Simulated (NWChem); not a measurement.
# C3H3N2, doublet; SMILES [nH]1n[c]cc1

In the optimisation the excess spin sits in a' (Cs, its own frame).

Give the equilibrium geometry at PBE-D3(BJ)/def2-SVP, spin-unrestricted (NWChem) as an XYZ file, with the point group.

point group Cs; any orientation.
```
8

C     -1.2069    -0.0500     0.0000
N     -0.5864     1.0988     0.0000
N      0.7259     0.7555     0.0000
C      0.9144    -0.5987     0.0000
C     -0.3568    -1.1825     0.0000
H      1.4414     1.4842     0.0000
H      1.9174    -1.0431     0.0000
H     -0.6068    -2.2474     0.0000
```
